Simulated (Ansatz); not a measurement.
`O=C[SiH2][Zn][OH]`, relaxed with RKS PBE0-D4/def2-TZVP in the Gaussian-basis code of Ansatz from a PBE-D4/def2-SVP geometry. The force threshold is 0.005 eV/Å; the program also tests the step.

Total charge 0; spin multiplicity 1.

Start:

```xyz
9

O    -1.431   -0.186    0.911
C    -0.374   -0.543    1.427
Si    1.244   -0.313    0.357
Zn   -0.092    0.570   -1.350
O    -1.066    1.255   -2.691
H    -0.393   -0.978    2.474
H     2.206    0.564    1.124
H     1.922   -1.656    0.208
H    -2.014    1.287   -2.461
```

Question: How much energy does the relaxation release, and in how many steps? (An estimate is asked.)

Answer: Ansatz gave: 7.73 kJ/mol, in 12 steps, 2 of them rejected.

Question: Which bonds change most? (Estimate.)

Answer: Computed: O1–C2 from 1.229 to 1.207 Å; C2–Si3 from 1.953 to 1.934 Å; Si3–H7 from 1.511 to 1.492 Å; Si3–H8 from 1.511 to 1.492 Å.

Question: Give the relaxed structure. (Best estimate.)

Answer: Computed: 
```xyz
9

O    -1.509   -0.424    1.452
C    -0.345   -0.649    1.672
Si    1.026   -0.281    0.359
Zn   -0.118    0.630   -1.467
O    -0.899    1.333   -2.904
H    -0.054   -1.081    2.659
H     2.025    0.615    1.012
H     1.727   -1.572    0.099
H    -1.853    1.429   -2.882
```
